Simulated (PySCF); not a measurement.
**How methods differ on the ionisation energy of Cr²⁺**

Cr²⁺ [Ar] 3d4 (5D) → Cr³⁺ [Ar] 3d3 (4F), as a difference of total energies. Computed with PySCF 2.14 in aug-cc-pVTZ (8s7p5d3f2g, 93 functions), with the non-relativistic Hamiltonian (point nucleus). Correlated levels: valence: [Ar] frozen. The calculations carry no spin-orbit coupling.

| method | ionisation energy (eV) |
| --- | --- |
| UHF | 29.880 |
| MP2 (valence) | 30.529 |
| SCS-MP2 (valence) | 30.097 |
| CCSD (valence) | 30.587 |
| CCSD(T) (valence) | 30.596 |

**Question.** How much does correlation contribute at CCSD(T) (valence)?

**Answer.** 30.596 − (29.880) = 0.716 eV, measured against UHF.

These non-relativistic numbers lack the scalar-relativistic shift.

The reference lies between the lowest fine-structure levels, while these numbers refer to the centres of the terms.

Errors of the correlated levels include the incompleteness of this basis and the frozen core.

For comparison: 30.959 ± 0.025 eV (measured; NIST Atomic Spectra Database, ionization energies).
